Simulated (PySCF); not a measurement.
1-methylpyrrole (C5H7N), SMILES c1cccn1C. The structure is a stationary point at PBE0-D3(BJ)/def2-SVP.

Computed equilibrium geometry at PBE0-D3(BJ)/def2-SVP (PySCF confirms it by a frequency run) as Cartesian coordinates in Å, and its point group:
point group Cs.
```xyz
13

C      2.0611    -0.0231     0.0000
N      0.6235     0.0336     0.0000
C     -0.1699     0.0124     1.1147
C     -1.4883    -0.0136     0.7102
C     -1.4883    -0.0136    -0.7102
C     -0.1699     0.0124    -1.1147
H      2.4549     0.4883    -0.8892
H      2.4324    -1.0614     0.0000
H      2.4549     0.4883     0.8892
H      0.2689     0.0209     2.1107
H     -2.3565    -0.0200     1.3664
H     -2.3565    -0.0200    -1.3664
H      0.2689     0.0209    -2.1107
```
